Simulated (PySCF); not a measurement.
Pb(H)(NMe2) (C2H7NPb), SMILES [PbH][N](C)C (connectivity only; charge and spin as stated), neutral, multiplicity 1. The structure is a stationary point at PBE-D3(BJ)/def2-SVP. The def2 effective core potentials stand for the cores of Pb; spin–orbit coupling is left out.

Calculation: PBE-D3(BJ)/def2-SVP (PySCF).

Harmonic wavenumbers (cm⁻¹): 183, 216, 239, 266, 298, 304, 486, 543, 969, 1038, 1058, 1097, 1204, 1212, 1367, 1390, 1391, 1402, 1413, 1436, 1509, 2872, 2880, 2918, 2927, 3032, 3069. Rotational constants (GHz): 8.859, 1.741, 1.482; symmetry number 1.

Work out the zero-point energy and the ideal-gas rigid-rotor harmonic-oscillator thermochemistry at 298.15 K and 1 atm.

ZPE = ½ Σ hcν = ½ × 36717 cm⁻¹ = 52.49 kcal/mol. H − E(el) = 57.10 kcal/mol. Entropy in cal/(mol K): translation 42.48, rotation 27.04, vibration 12.32, total 81.84. G − E(el) = 32.70 kcal/mol. Cp = 23.39 cal/(mol K).
